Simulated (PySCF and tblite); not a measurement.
Results of a calculation; reference values are marked as such.
System: C5H6F3N, numbered as in [CH2:1]=[CH:2][C@@H:3]1[NH:4][C@H:5]1[C:6]([F:7])([F:8])[F:9].

For the pyramidal inversion at N4: electronic barrier 15.14 kcal/mol, zero-point change -1.38 kcal/mol, thermal and entropy terms at 250 K a further -0.06 kcal/mol (symmetry numbers apart). The minimum is C1, the saddle C1. Level: revPBE/pcSseg-1 + D3(BJ) on GFN2-xTB stationary points, with GFN2-xTB thermal terms. Rates follow Eyring's equation with the number of equivalent paths and no tunnelling. Run with tblite and PySCF.

(1) How many equivalent paths lead out of the minimum?

(2) Work out the rate at 250 K.

Answers

(1) 1: the symmetry number of the minimum is 1, that of the saddle displaced along its mode 1.

(2) ΔG‡ = 13.70 kcal/mol; k_B T/h = 5.2×10¹² s⁻¹; exp(−ΔG‡/RT) = 1.1×10⁻¹²; times 1 gives k = 5.5 s⁻¹.
